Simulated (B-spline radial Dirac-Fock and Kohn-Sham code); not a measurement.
## The M5 (3d5/2) hole of cerium ions: width and yield against charge

These are calculated numbers from a radial B-spline solver; the model is a relativistic independent-particle model: LDA orbitals of the hole state, radiative multipoles to third order, Auger rates from the Coulomb interaction with a continuum orbital, Dirac-Fock energies. Tabulated ground configurations, configuration averages; single configurations, so decays that open only by mixing (as 1s 2s² with 1s 2p² in Be-like ions) are missing and such tiny yields are far too low.

```csv
ion,configuration,radiative (eV),non-radiative (eV),yield
Ce,[Xe] 4f1 5d1 6s2,0.000853,0.783,0.00109
Ce⁺,[Xe] 4f1 5d2,0.000851,0.788,0.00108
Ce²⁺,[Xe] 4f2,0.00120,0.774,0.00155
Ce³⁺,[Xe] 4f1,0.000866,0.779,0.00111
Ce⁴⁺,[Kr] 4d10 5s2 5p6,0.000431,0.784,0.000550
Ce⁵⁺,[Kr] 4d10 5s2 5p5,0.000425,0.783,0.000542
Ce⁶⁺,[Kr] 4d10 5s2 5p4,0.000417,0.782,0.000533
Ce⁷⁺,[Kr] 4d10 5s2 5p3,0.000408,0.781,0.000522
```
